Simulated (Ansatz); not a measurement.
Cost and result for the atomization energy of `S[SiH2][GaH][I]` (8 atoms, 7 bonds).

Total charge 0; spin multiplicity 1. Correlated methods include outer-core shells of Ga, I, which these sets cover unevenly. Scalar relativity is left out up to krypton. I: def2 effective core potential. The structure was optimised at the PBE0-D4/def2-TZVP level. It is one conformer, not always the lowest. Program: Ansatz. All runs use 4 threads of an Intel Xeon 6975P-C on a shared host. Times are those of one run each, without the atoms' runs, and a repeat can differ threefold. Electronic energies, without spin–orbit coupling; frozen cores. CCSD(T)/CBS adds CCSD(T) − MP2 in def2-TZVPP to the MP2 limit, and its time is that of the two runs behind it. T1 = 0.012. With those shells the extrapolation isn't a true limit. B3LYP takes the VWN-RPA correlation (the form of Gaussian; ORCA's B3LYP/G). HSE06 is the plane-wave form, built on full-range PBE exchange.

CCSD(T)/CBS is a level of theory with its own doubt, some kJ/mol a heavy atom from the limit and from the frozen cores, so smaller differences don't rank the functionals.

| level | functions | wall time |
| --- | --- | --- |
| BLYP-D4/def2-TZVPP | 238 | 1.5 s |
| revPBE-D4/def2-TZVPP | 238 | 1.6 s |
| PBE0-D4/def2-TZVPP | 238 | 2.6 s |
| HSE06-D4/def2-TZVPP | 238 | 3.5 s |
| B3LYP-D4/def2-TZVPP (with forces) | 238 | 3.5 s |
| r2SCANh-D4/def2-TZVPP | 238 | 3.5 s |
| CAM-B3LYP-D4/def2-TZVPP | 238 | 4.1 s |
| B97M-V/def2-TZVPP | 238 | 5.5 s |
| CCSD(T)/def2-SVP | 114 | 6 s |
| B2PLYP/def2-TZVPP | 238 | 6 s |
| MP2/def2-QZVPP | 431 | 18 s |
| CCSD(T)/def2-TZVPP | 238 | 68 s |
| CCSD(T)/CBS(def2) | – | 86 s |

What atomization energy does each give, and how far from CCSD(T)/CBS? (An estimate is asked.)

Computed: 
```tsv
level	atomization (kJ/mol)	difference from CCSD(T)/CBS	per bond
BLYP-D4/def2-TZVPP	2035.3	-69.7	-9.9
revPBE-D4/def2-TZVPP	2041.1	-63.9	-9.1
PBE0-D4/def2-TZVPP	2076.2	-28.8	-4.1
HSE06-D4/def2-TZVPP	2077.5	-27.5	-3.9
B3LYP-D4/def2-TZVPP (with forces)	2061.3	-43.7	-6.2
r2SCANh-D4/def2-TZVPP	2093.7	-11.3	-1.6
CAM-B3LYP-D4/def2-TZVPP	2062.0	-43.0	-6.1
B97M-V/def2-TZVPP	2108.6	3.6	0.5
CCSD(T)/def2-SVP	1918.9	-186.1	-26.6
B2PLYP/def2-TZVPP	2035.7	-69.3	-9.9
MP2/def2-QZVPP	2091.7	-13.3	-1.9
CCSD(T)/def2-TZVPP	2040.7	-64.3	-9.2
CCSD(T)/CBS(def2)	2105.0	0.0	0.0
```

In def2-TZVPP, CCSD(T) changes the Hartree–Fock value by +524.9 kJ/mol (the triples alone add +35.0 kJ/mol) and MP2 by +538.7 kJ/mol; breaking electron pairs costs correlation energy, which Hartree–Fock lacks. From BLYP to BHLYP (50 % exact exchange), in def2-TZVPP and without D4, the atomization energy moves by +18.0 kJ/mol. The D4 term adds +44.5 kJ/mol with B3LYP and +23.5 kJ/mol with PBE0; it sums over pairs of atoms, weighted by their polarisabilities, and B3LYP, whose exchange is more repulsive, gets the larger term.

Spin–orbit coupling would lower the free I atoms strongly, and the atomization energy with them, by more than many differences here.
